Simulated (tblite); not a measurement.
Question: Write Cartesian coordinates for `[Si](F)(C)CCC#N` [radical] as optimised with GFN2-xTB. (Doublet state.)

Answer: 
```xyz
14
C4H7FNSi angstrom
C     -2.6353    0.5221    0.5185
Si    -1.0265   -0.2923    1.0985
F     -1.1105   -1.8425    0.5701
C      0.5582    0.3597    0.2506
C      1.7524   -0.5795    0.4531
C      2.8835   -0.1077   -0.3031
N      3.7568    0.2966   -0.9207
H     -2.7766    0.3472   -0.5469
H     -2.6229    1.5936    0.6876
H     -3.4947    0.1109    1.0382
H      0.8166    1.3554    0.6116
H      0.3636    0.4538   -0.8225
H      1.5051   -1.5889    0.1134
H      2.0297   -0.6290    1.5095
```

Orientation and origin are arbitrary. Atoms count from 1 in this order. Of the pairs four or more bonds apart, F3···H13 is among the closest relative to their van der Waals radii: 2.67 Å, 100 % of the sum of Bondi's values. Si2 (silicon bonded to 2 C and F) is pyramidal (angles 114.9°, 105.3° and 102.8°, sum 323.1°, 0.65 Å off the plane of its three neighbours). The 2 C–C bonds span 1.440 Å (C5–C6, drawn single) to 1.533 Å (C4–C5, drawn single), a spread of 0.093 Å.

Bonds between heavy atoms (Å): C1–Si2 1.894, Si2–F3 1.640, Si2–C4 1.912, C4–C5 1.533, C5–C6 1.440, C6≡N7 1.144.

Structure optimised with GFN2-xTB, isolated species. This method treats the open shell by occupation alone, without spin polarisation.

Point group: C1 (no symmetry element, even within 0.4 Å). Its GFN2-xTB frequencies are all real (lowest 46 cm⁻¹). Torsions: C1–Si2–C4–C5 -164°, Si2–C4–C5–C6 175°.

One conformer stands for the species.

All values are computed, not measured.
